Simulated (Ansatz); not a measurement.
Cost and result for the atomization energy of CH5FSeSi, SMILES `FC[SiH2][SeH]` (9 atoms, 8 bonds).

Z-matrix (Å, degrees):
```
C
Si 1 1.894
F 1 1.386 2 111.2
H 1 1.096 2 111.2 3 -120.9
H 1 1.097 2 109.9 3 119.9
Se 2 2.274 1 113.2 3 62.0
H 2 1.483 1 109.9 3 -55.2
H 2 1.487 1 106.9 3 -175.4
H 6 1.469 2 92.9 1 70.4
```

The species carries charge 0 and has multiplicity 1. Correlated methods include outer-core shells of Se, which these sets cover unevenly. Scalar relativity is left out up to krypton. The structure was optimised at the PBE0-D4/def2-TZVP level. It is one conformer, not always the lowest. Program: Ansatz. All runs use 4 threads of an Arm Neoverse V1 on a shared host. Times are those of one run each, without the atoms' runs, and a repeat can differ threefold. Electronic energies, without spin–orbit coupling; frozen cores. CCSD(T)/CBS adds CCSD(T) − MP2 in def2-TZVPP to the MP2 limit, and its time is that of the two runs behind it. T1 = 0.010. With those shells the extrapolation isn't a true limit. HSE06 is the plane-wave form, built on full-range PBE exchange.

CCSD(T)/CBS is a level of theory with its own doubt, some kJ/mol a heavy atom from the limit and from the frozen cores, so smaller differences don't rank the functionals.

```json
{"level": "BLYP-D4/def2-TZVPP", "functions": "222", "wall time": "1.9 s", "atomization (kcal/mol)": "688.7", "difference from CCSD(T)/CBS": "-6.1", "per bond": "-0.8"}
{"level": "PBE0-D4/def2-TZVPP", "functions": "222", "wall time": "2.9 s", "atomization (kcal/mol)": "689.7", "difference from CCSD(T)/CBS": "-5.1", "per bond": "-0.6"}
{"level": "HSE06-D4/def2-TZVPP", "functions": "222", "wall time": "3 s", "atomization (kcal/mol)": "690.0", "difference from CCSD(T)/CBS": "-4.8", "per bond": "-0.6"}
{"level": "CAM-B3LYP-D4/def2-TZVPP", "functions": "222", "wall time": "3.2 s", "atomization (kcal/mol)": "693.4", "difference from CCSD(T)/CBS": "-1.4", "per bond": "-0.2"}
{"level": "r2SCAN-D4/def2-TZVPP (with forces)", "functions": "222", "wall time": "4.3 s", "atomization (kcal/mol)": "694.1", "difference from CCSD(T)/CBS": "-0.7", "per bond": "-0.1"}
{"level": "CCSD(T)/def2-SVP", "functions": "103", "wall time": "4.9 s", "atomization (kcal/mol)": "646.5", "difference from CCSD(T)/CBS": "-48.3", "per bond": "-6.0"}
{"level": "r2SCANh-D4/def2-TZVPP", "functions": "222", "wall time": "5.5 s", "atomization (kcal/mol)": "689.7", "difference from CCSD(T)/CBS": "-5.1", "per bond": "-0.6"}
{"level": "ωB97X-V/def2-TZVPP", "functions": "222", "wall time": "7 s", "atomization (kcal/mol)": "696.5", "difference from CCSD(T)/CBS": "1.7", "per bond": "0.2"}
{"level": "B97M-V/def2-TZVPP", "functions": "222", "wall time": "9 s", "atomization (kcal/mol)": "692.6", "difference from CCSD(T)/CBS": "-2.2", "per bond": "-0.3"}
{"level": "ωB97M-V/def2-TZVPP (with forces)", "functions": "222", "wall time": "10 s", "atomization (kcal/mol)": "692.3", "difference from CCSD(T)/CBS": "-2.5", "per bond": "-0.3"}
{"level": "MP2/def2-QZVPP", "functions": "423", "wall time": "19 s", "atomization (kcal/mol)": "692.7", "difference from CCSD(T)/CBS": "-2.1", "per bond": "-0.3"}
{"level": "CCSD(T)/def2-TZVPP", "functions": "222", "wall time": "2.1 min", "atomization (kcal/mol)": "674.7", "difference from CCSD(T)/CBS": "-20.1", "per bond": "-2.5"}
{"level": "CCSD(T)/CBS(def2)", "functions": "–", "wall time": "2.4 min", "atomization (kcal/mol)": "694.8", "difference from CCSD(T)/CBS": "0.0", "per bond": "0.0"}
```

Leaving LDA and LC-ωPBE aside and taking each functional with its dispersion term where it has one, the values, not all of them listed here, spread over 27.8 kcal/mol, from BHLYP-D4 to PBE-D4. LDA lies +96.0 kcal/mol from PBE without D4, its usual overbinding. From BLYP to BHLYP (50 % exact exchange), in def2-TZVPP and without D4, the atomization energy moves by −12.1 kcal/mol: exact exchange takes away binding that semilocal exchange gives to molecules. At CCSD(T), def2-SVP lies −48.3 kcal/mol from the extrapolated value and def2-TZVPP −20.1 kcal/mol: correlation converges slowly with the basis, and small sets miss more of it in the bonded molecule than in its fragments.

For some Ge, Se and Sn compounds the MP2-based and the directly extrapolated limit differ by 10 to 25 kJ/mol.
